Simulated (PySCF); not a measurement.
# Radial density of P(2+) (phosphorus, charge +2)

UHF, [Ne] 3s1 3p2, high-spin 4P determinant (an excited configuration). All numbers are calculated (PySCF 2.14, the spin-free X2C one-electron Hamiltonian (Gaussian nucleus), in dyall-acv3z (19s12p6d4f, 113 functions)).

| r (bohr) | 4πr²ρ (e/bohr) | 4πr²(ρα − ρβ) |
| --- | --- | --- |
| 0.00175 | 0.09212 | 0.0003 |
| 0.00294 | 0.2438 | 0.0009 |
| 0.00494 | 0.6312 | 0.0023 |
| 0.00831 | 1.575 | 0.0058 |
| 0.0140 | 3.682 | 0.0134 |
| 0.0235 | 7.709 | 0.0278 |
| 0.0396 | 13.38 | 0.0471 |
| 0.0665 | 17.09 | 0.0597 |
| 0.112 | 14.14 | 0.0778 |
| 0.188 | 10.87 | 0.2259 |
| 0.317 | 15.37 | 0.4242 |
| 0.533 | 12.26 | 0.0681 |
| 0.896 | 3.098 | 0.4250 |
| 1.51 | 1.979 | 1.8990 |
| 2.53 | 0.8426 | 0.8425 |
| 4.26 | 0.03453 | 0.0345 |
| 7.17 | 4.915e-05 | 0.0000 |

Densities and radii are taken from the X2C orbitals without a picture-change correction, which distorts them close to the nucleus.
